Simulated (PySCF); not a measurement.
## Two-dimensional NMR puzzle

Compound of formula C4H14OSi3. Correlations simulated from computed shifts and the bond graph:

HSQC (one-bond C–H):
| δH | δC |
| --- | --- |
| 2.46 | 41.1 |
| 1.28 | 11.6 |
| 1.15 | 12.2 |

COSY cross peaks (H two or three bonds apart, from the bond graph; peaks can be absent where the dihedral angle is near 90°):
| δH | δH |
| --- | --- |
| 1.28 | 1.15 |

HMBC (two and three bonds, from the bond graph):
| δH | δC |
| --- | --- |
| 3.49 | 251.2, 11.6 |
| 2.46 | 251.2 |
| 1.28 | 251.2, 12.2 |
| 1.15 | 11.6 |

Carbons without hydrogens: δ 251.2.

Computational details: σ from GIAO-PBE0/pcSseg-1, geometry from GFN2-xTB, in PySCF 2.14 (averaged over atoms made equivalent by symmetry, fast rotation or ring inversion, one computed conformer, non-relativistic Hamiltonian, gas phase).

δ = σ(ref) − σ, references computed at the same level: ¹H and ¹³C against TMS.

Exchangeable hydrogens are left out of these lists.

Which molecule is this?

Results:

`InChI=1S/C4H14OSi3/c1-3-8(6,7)4(2)5/h3H2,1-2,6-7H3`.

Mapped SMILES: `[CH3:1][CH2:2][Si:3]([SiH3:4])([SiH3:5])[C:6]([CH3:7])=[O:8]`. Each H is labelled by its parent atom.

- δC 251.2 is C6, a carbonyl carbon.
- δC 41.1 is C7, a methyl carbon α to a carbonyl (δH 2.46).
- δC 12.2 is C1, a methyl carbon (δH 1.15).
- δC 11.6 is C2, an sp3 CH2 bonded to Si (δH 1.28).
- HMBC from δH 3.49 reaches the proton-free carbon C6.
- HMBC from δH 2.46 reaches the proton-free carbon C6.
- HMBC from δH 1.28 reaches the proton-free carbon C6.
- COSY links 1.28–1.15.

The shifts were computed for this structure.

Shifts are as computed. Against solution values, carbons near 30 ppm lie about +3 ppm off and those near 130 ppm about +5 ppm. Of 1309 compounds with measured shifts, 239 miss one by over three times the rms of a fit or turn the order of signals round; such compounds aren't used in these exercises.
